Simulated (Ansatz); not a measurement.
The cluster GeI2⁻. Charge -1, multiplicity 2. Geometry B3LYP-D4/def2-TZVP, that of the neutral singlet; atoms count from 1.

```xyz
3

Ge   -0.276    0.312   -0.991
I    -1.809   -0.425    0.954
I     2.085    0.113    0.037
```

In the def2 sets I takes a core potential; there is no spin–orbit coupling. The structure comes from a short search, and lower isomers may exist.

Problem. Estimate the Mulliken populations from the PBE0/def2-TZVPD orbitals of Ansatz.

Solution. 
```csv
atom,charge (e),spin (α − β)
Ge1,-0.23,0.96
I2,-0.39,0.02
I3,-0.39,0.02
```
Mulliken values and Mayer orders depend strongly on the basis. With diffuse functions, as here, like atoms can get unlike values, and bond orders can come out too low or too high.

Problem. Where does the spin sit?

Solution. Summed by element: Ge 0.96, I 0.04, of 1 unpaired in all. Largest on single atoms: Ge1 0.96, I2 0.02, I3 0.02.

Problem. And the Mayer bond orders between bonded heavy atoms (over 0.3)?

Solution. Ge1–I2 0.94 (2.58 Å); Ge1–I3 0.94 (2.58 Å).
